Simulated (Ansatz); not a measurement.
## Ansatz (development build ahead of 0.2.0) run

```yaml
crystal:
  periodic: [false, false, false]
  atoms:
    - { symbol: H, position_ang: [0.01669, -0.04685, -1.33396] }
    - { symbol: Be, position_ang: [0.00202, 0.01044, -0.04886] }
    - { symbol: H, position_ang: [-0.01446, 0.03931, 1.36641] }
basis:
  gaussian: { orbitals: cc-pVTZ }
hamiltonian:
  xc: hf
correlation:
  method: mp2
  frozen_orbitals: { Be: 0, H: 0 }
```

The input is written out in the form of the current development build from the run's settings.

Output:

| Item | Value |
| --- | --- |
| Converged | yes |
| Reference energy | -15.76905 hartree |
| Correlation energy | -0.06870 hartree |
| Total energy | -15.83775 hartree |
| Spin squared of the determinant | 0.000 |
